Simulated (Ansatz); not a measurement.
Reaction (ligand exchange at a B–C bond): `C=C=C(F)BC` + `O[SiH2]F` → `CBO[SiH2]F` + `C=C=CF`

Isolated molecules relaxed with PBE0-D4/def2-TZVP in Ansatz; ΔE leaves out vibrations. CCSD(T)/CBS is the MP2 limit (def2-TZVPP, def2-QZVPP) plus CCSD(T) − MP2 in def2-TZVPP, frozen cores. Functionals use def2-TZVPP. B3LYP here is the variant with VWN-RPA as its local correlation; programs differ in this. One conformer a species, not always the lowest.

Question: Is it downhill or uphill in electronic energy at CCSD(T)/CBS, and by how much? (Best estimate.)

Answer: Computed: Downhill: ΔE = -0.97 eV.

Question: What do these levels give: PBE-D4, B3LYP-D4, B2PLYP, PBE0, B3LYP, CCSD/def2-TZVPP, CCSD(T)/def2-TZVPP, HF/def2-QZVPP, MP2/def2-QZVPP, SCS-MP2/def2-QZVPP, MP2/CBS(def2), CCSD/CBS(def2)? (Estimate.)

Answer: Ansatz gave: PBE-D4 -0.86, B3LYP-D4 -0.96, B2PLYP -0.98, PBE0 -0.91, B3LYP -0.98, CCSD/def2-TZVPP -1.02, CCSD(T)/def2-TZVPP -0.99, HF/def2-QZVPP -1.12, MP2/def2-QZVPP -0.95, SCS-MP2/def2-QZVPP -0.99, MP2/CBS(def2) -0.94, CCSD/CBS(def2) -1.00 eV.

Largest T1 diagnostic among the species: 0.013.

From PBE to PBE0 (25 % exact exchange), in def2-TZVPP and without D4, ΔE moves by −0.05 eV. In def2-TZVPP, CCSD(T) changes the Hartree–Fock value by +0.12 eV (the triples alone add +0.03 eV) and MP2 by +0.15 eV.
